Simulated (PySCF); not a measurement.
C$_{2}$H$_{7}$BFNSe (SMILES CN(C)B(F)[SeH]), singlet, at a GFN2-xTB geometry, atoms displaced at random by about 0.08 Å a coordinate; HF/STO-3G, gradient (PySCF).

PySCF was given this input:
```python
from pyscf import gto, scf

mol = gto.Mole()
mol.atom = '''
    B     0.25670686   -0.47842156   -0.25461703
    F     1.16516689   -0.80922341   -1.12331650
    N    -0.18350433   -1.19807973    0.80624218
    C    -0.97022480   -0.96401682    1.99642355
    C     0.40316257   -2.60126012    0.78543523
    H    -1.76112212   -1.61276064    1.81142007
    H    -0.42580567   -0.96690054    2.75871349
    H    -1.29065921    0.02650592    1.72306792
    H     1.04301973   -2.68275093    1.75090965
    H    -0.43870747   -3.26284915    0.84717105
    H     1.28855385   -2.86015266   -0.01309642
    Se   -0.13482955    1.33651211   -0.50453511
    H    -1.02847573    1.57035501    0.54266244
'''
mol.basis = 'sto-3g'
mol.verbose = 4
mol.build()

mf = scf.RHF(mol)
mf.conv_tol = 1e-4
mf.kernel()
g = mf.nuc_grad_method()
grad = g.kernel()
```

Write the output that PySCF gives for this input, abridged.


```
PySCF version 2.14.0

[INPUT] verbose = 4
[INPUT] num. atoms = 13
[INPUT] num. electrons = 74
[INPUT] charge = 0
[INPUT] spin (= nelec alpha-beta = 2S) = 0
[INPUT] symmetry False subgroup None
[INPUT] Mole.unit = angstrom
[INPUT] Symbol           X                Y                Z      unit          X                Y                Z       unit  Magmom
[INPUT]  1 B      0.256706860000  -0.478421560000  -0.254617030000 AA    0.485105659697  -0.904085720487  -0.481156453350 Bohr   0.0
[INPUT]  2 F      1.165166890000  -0.809223410000  -1.123316500000 AA    2.201846311511  -1.529210618487  -2.122760536205 Bohr   0.0
[INPUT]  3 N     -0.183504330000  -1.198079730000   0.806242180000 AA   -0.346772926372  -2.264042565093   1.523576910272 Bohr   0.0
[INPUT]  4 C     -0.970224800000  -0.964016820000   1.996423550000 AA   -1.833459151261  -1.821727769274   3.772693738132 Bohr   0.0
[INPUT]  5 C      0.403162570000  -2.601260120000   0.785435230000 AA    0.761866840976  -4.915669205553   1.484257473285 Bohr   0.0
[INPUT]  6 H     -1.761122120000  -1.612760640000   1.811420070000 AA   -3.328038478713  -3.047675914078   3.423087828840 Bohr   0.0
[INPUT]  7 H     -0.425805670000  -0.966900540000   2.758713490000 AA   -0.804656098587  -1.827177210294   5.213212952243 Bohr   0.0
[INPUT]  8 H     -1.290659210000   0.026505920000   1.723067920000 AA   -2.438992427048   0.050088929480   3.256126462824 Bohr   0.0
[INPUT]  9 H      1.043019730000  -2.682750930000   1.750909650000 AA    1.971021632218  -5.069664518122   3.308739707358 Bohr   0.0
[INPUT] 10 H     -0.438707470000  -3.262849150000   0.847171050000 AA   -0.829036967101  -6.165891279270   1.600921265160 Bohr   0.0
[INPUT] 11 H      1.288553850000  -2.860152660000  -0.013096420000 AA    2.435013873254  -5.404905201846  -0.024748647012 Bohr   0.0
[INPUT] 12 Se    -0.134829550000   1.336512110000  -0.504535110000 AA   -0.254790922998   2.525641850065  -0.953433178127 Bohr   0.0
[INPUT] 13 H     -1.028475730000   1.570355010000   0.542662440000 AA   -1.943537455462   2.967540887239   1.025483389688 Bohr   0.0

nuclear repulsion = 424.257998402576
number of shells = 30
number of NR pGTOs = 150
number of NR cGTOs = 50
basis = sto-3g
ecp = {}

******** <class 'pyscf.scf.hf.RHF'> ********
method = RHF
initial guess = minao
damping factor = 0
level_shift factor = 0
DIIS = <class 'pyscf.scf.diis.CDIIS'>
diis_start_cycle = 1
diis_space = 8
diis_damp = 0
SCF conv_tol = 0.0001
SCF conv_tol_grad = None
SCF max_cycles = 50
direct_scf = True
direct_scf_tol = 1e-13
Set gradient conv threshold to 0.01
Initial guess from minao.
init E= -2626.55446591095
  HOMO = -0.325942975130624  LUMO = 0.0830049345669431  gap/eV = 11.12804
cycle= 1 E= -2628.48795804454  delta_E= -1.93  |g|= 0.548  |ddm|= 4.41
  HOMO = -0.193128715140787  LUMO = 0.342060530691789  gap/eV = 14.56324
cycle= 2 E= -2628.61993420453  delta_E= -0.132  |g|= 0.123  |ddm|= 1.08
  HOMO = -0.241027465262451  LUMO = 0.37167946043509  gap/eV = 16.67260
cycle= 3 E= -2628.62562455028  delta_E= -0.00569  |g|= 0.0314  |ddm|= 0.208
  HOMO = -0.254411281282908  LUMO = 0.359241393382668  gap/eV = 16.69834
cycle= 4 E= -2628.62617052017  delta_E= -0.000546  |g|= 0.00761  |ddm|= 0.0688
  HOMO = -0.254155313711006  LUMO = 0.360186861994616  gap/eV = 16.71710
cycle= 5 E= -2628.62620568689  delta_E= -3.52e-05  |g|= 0.00213  |ddm|= 0.0175
  HOMO = -0.254335494031779  LUMO = 0.360020056395174  gap/eV = 16.71747
Extra cycle  E= -2628.62620852841  delta_E= -2.84e-06  |g|= 0.000992  |ddm|= 0.0044
converged SCF energy = -2628.62620852841

******** <class 'pyscf.grad.rhf.Gradients'> for <class 'pyscf.scf.hf.RHF'> ********
unit = Eh/Bohr
--------------- RHF gradients ---------------
         x                y                z
0 B    -0.0044846404    -0.0505417488     0.0002006301
1 F    -0.0148522168     0.0430712197     0.0126622430
2 N    -0.0745855661     0.0996060831     0.0328440364
3 C     0.0861449026    -0.0605125490     0.2195055966
4 C    -0.1001772299    -0.0161187874    -0.0350829909
5 H     0.0445452990     0.0327147191    -0.0351687210
6 H    -0.1017403907     0.0141925625    -0.1756930818
7 H     0.0194242316    -0.0114597698    -0.0313638507
8 H     0.0383509022     0.0046503600     0.0334266335
9 H     0.0016172831     0.0261820360     0.0091185378
10 H     0.0832635432    -0.0240926373    -0.0368212797
11 Se     0.0059113309    -0.0539994272     0.0248480954
12 H     0.0165825512    -0.0036920609    -0.0184758485
----------------------------------------------
```
